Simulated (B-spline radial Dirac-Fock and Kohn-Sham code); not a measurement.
# Auger parameter of gadolinium: the M5 level and its strongest M5-NN line

Method: Dirac-Fock ΔSCF + Breit + QED. Computed with an atomic code on a B-spline grid. The modified Auger parameter α′ is the binding energy plus the kinetic energy of the Auger electron; it does not depend on the energy zero. For free ions it tends to fall with charge, since less charge screens the final holes.

```
            species          configuration  binding 3d5/2 (eV)  Auger line  kinetic (eV)  α′ (eV)
                 Gd       [Xe] 4f7 5d1 6s2              1198.6    N5N5 J=4         864.1   2062.7
                 Gd       [Xe] 4f6 5d2 6s2              1208.9    N5N5 J=4         857.6   2066.5
                 Gd           [Xe] 4f9 5d1              1178.6    N5N5 J=4         882.8   2061.4
                 Gd       [Xe] 4f5 5d3 6s2              1220.0    N5N5 J=4         851.3   2071.3
                Gd⁺       [Xe] 4f7 5d1 6s1              1205.6    N5N5 J=4         855.9   2061.5
 Gd⁺ (Watson 1.8 Å)       [Xe] 4f7 5d1 6s1              1198.5    N5N5 J=4         863.5   2062.0
               Gd²⁺           [Xe] 4f7 5d1              1213.6    N5N5 J=4         846.8   2060.4
Gd²⁺ (Watson 1.8 Å)           [Xe] 4f7 5d1              1198.0    N5N5 J=4         862.7   2060.8
               Gd³⁺               [Xe] 4f7              1225.8    N5N5 J=4         833.4   2059.2
               Gd³⁺           [Xe] 4f5 6s2              1256.2    N5N5 J=4         812.0   2068.1
Gd³⁺ (Watson 2.4 Å)               [Xe] 4f7              1207.8    N5N5 J=4         851.4   2059.2
               Gd⁴⁺               [Xe] 4f6              1250.3    N5N5 J=4         812.1   2062.4
               Gd⁵⁺  [Kr] 4d10 4f6 5s2 5p5              1267.9    N5N5 J=4         794.3   2062.2
               Gd⁶⁺  [Kr] 4d10 4f6 5s2 5p4              1286.3    N5N5 J=4         776.1   2062.3
               Gd⁷⁺  [Kr] 4d10 4f6 5s2 5p3              1305.4    N5N5 J=4         757.2   2062.6
```
